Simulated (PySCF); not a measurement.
How the method changes the constants of ZnH⁻

State: ¹Σ⁺ (singlet), closed shell. Set-up: Zn def2-TZVPPD, H def2-TZVPPD; no relativity (PySCF 2.14). De refers to Zn + H⁻ in their ground configurations, without counterpoise correction. A positive dipole points towards H; it is taken about the centre of mass and depends on that origin.

```json
{"Level": "RHF-CCSD", "Re (Å)": "1.790", "ωe (cm⁻¹)": "1031", "De (eV)": "n/a", "μ (D)": "n/a", "CPU s a point (SCF and correlation, without the integrals)": "n/a"}
{"Level": "RHF-CCSD(T)", "Re (Å)": "1.781", "ωe (cm⁻¹)": "1036", "De (eV)": "n/a", "μ (D)": "n/a", "CPU s a point (SCF and correlation, without the integrals)": "10"}
{"Level": "LDA", "Re (Å)": "1.768", "ωe (cm⁻¹)": "1056", "De (eV)": "n/a", "μ (D)": "-0.08", "CPU s a point (SCF and correlation, without the integrals)": "0.35"}
{"Level": "BLYP", "Re (Å)": "1.833", "ωe (cm⁻¹)": "926", "De (eV)": "n/a", "μ (D)": "-0.55", "CPU s a point (SCF and correlation, without the integrals)": "0.37"}
{"Level": "r²SCAN", "Re (Å)": "1.774", "ωe (cm⁻¹)": "1061", "De (eV)": "n/a", "μ (D)": "0.06", "CPU s a point (SCF and correlation, without the integrals)": "0.69"}
{"Level": "r²SCANh", "Re (Å)": "1.776", "ωe (cm⁻¹)": "1066", "De (eV)": "n/a", "μ (D)": "0.09", "CPU s a point (SCF and correlation, without the integrals)": "1"}
{"Level": "BHandHLYP", "Re (Å)": "1.802", "ωe (cm⁻¹)": "1043", "De (eV)": "n/a", "μ (D)": "-0.05", "CPU s a point (SCF and correlation, without the integrals)": "0.66"}
{"Level": "ωB97X", "Re (Å)": "1.794", "ωe (cm⁻¹)": "1047", "De (eV)": "n/a", "μ (D)": "-0.12", "CPU s a point (SCF and correlation, without the integrals)": "1.5"}
```

Correlated steps freeze 5 core orbitals. The highest Kohn–Sham level is positive in this anion. Much of that is self-interaction error, but it also means that the finite basis helps to hold the extra electron.

The whole job (state search and all levels along the bond) took about 3.9 min on 1 thread of AMD EPYC 9R45 96-Core (shared host), peak memory 2.2 GiB.
